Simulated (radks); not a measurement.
Nb+, 40 electrons, occupied as [Kr] 4d3 5p1 (not the ground configuration). Calculated with a radial shooting solver on a logarithmic mesh with Libxc functionals: scalar-relativistic Kohn-Sham, RPBE, spin-polarised, spherical densities, point nucleus; open shells are filled with parallel spins first (spin-orbit coupling, left out, can overturn this in heavy ions).

Normalised radial functions P(r) = r R(r), r in bohr:

```
   r/bohr * 4s down, o 4p up, + 5p up (the largest magnitude, 1.04, reaches the edge; | marks zero, & curves that meet)
 0.001414                             &*
 0.001901                             &*
 0.002556                             & *
 0.003437                             & *
 0.004584                             &  *
 0.006163                             &   *
 0.008286                             &    *
  0.01114                             +o   *
  0.01486                             +o    *
  0.01998                             |+o   *
  0.02686                             |+ o *
  0.03611                             | +* o
  0.04855                            *| +    o
  0.06475                        *    |  +    o
  0.08705                    *        |  +    o
    0.117                    *        | +   o
   0.1574                        *    +o
   0.2099                       o   + |   *
   0.2822                 o       +   |            *
   0.3794                 o       +   |             *
   0.5101                          o +| *
   0.6803              *              |   +      o
   0.9146  *                          |      +               o
     1.23   *                         |    +                   o
    1.653             *              +|                  o
    2.205                    +  *     |        o
    2.965               +            *|  o
    3.986               +             *o
    5.359                    +        &
    7.148                         +   &
     9.61                            +&
    12.92                             &
```

4s down: eigenvalue -67.728 eV, 3 radial nodes at r = 0.0458, 0.185, 0.531 bohr, <r> = 1.15 bohr, 90 % of the charge inside 1.68 bohr. 4p up: eigenvalue -45.627 eV, 2 radial nodes at r = 0.165, 0.543 bohr, <r> = 1.30 bohr, 90 % of the charge inside 1.92 bohr. 5p up: eigenvalue -7.463 eV, 3 radial nodes at r = 0.164, 0.530, 1.59 bohr, <r> = 3.97 bohr, 90 % of the charge inside 5.86 bohr.
